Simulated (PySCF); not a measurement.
```xyz
3
charge 0 multiplicity 2, angstrom
I     0.0000    0.0000   -0.7214
Se    2.0847    0.0000    0.5728
Se   -2.0847    0.0000    0.5728
```

Method: UB3LYP/[I def2-TZVP with ECP28, Se def2-TZVP], scalar-relativistic core potentials, density fitting, no spin–orbit coupling, PySCF.

This geometry of ISe₂ is a stationary point at this level.

What is the point group?

C2v.

Is it a minimum?

Yes: all harmonic wavenumbers are real.

What are the dipole moment and the gap between the highest occupied and lowest empty levels of either spin?

1.70 D and 1.68 eV.

Give the atomic charges and bond orders.


| atom | Mulliken | Löwdin | polar tensor | spin (Mulliken) | Mayer order to I1 |
| --- | --- | --- | --- | --- | --- |
| I1 | 0.42 | 0.42 | 0.31 | 0.15 | – |
| Se2,3 | -0.21 | -0.21 | -0.15 | 0.43 | 1.33 |
Other Mayer orders above 0.3: Se–Se 0.52.

What is the atomisation energy, with and without zero-point energy?

308 kJ/mol without, 304 kJ/mol with.

Other isomers or separated fragments may lie lower. Spin–orbit coupling, left out here, can matter for elements this heavy.
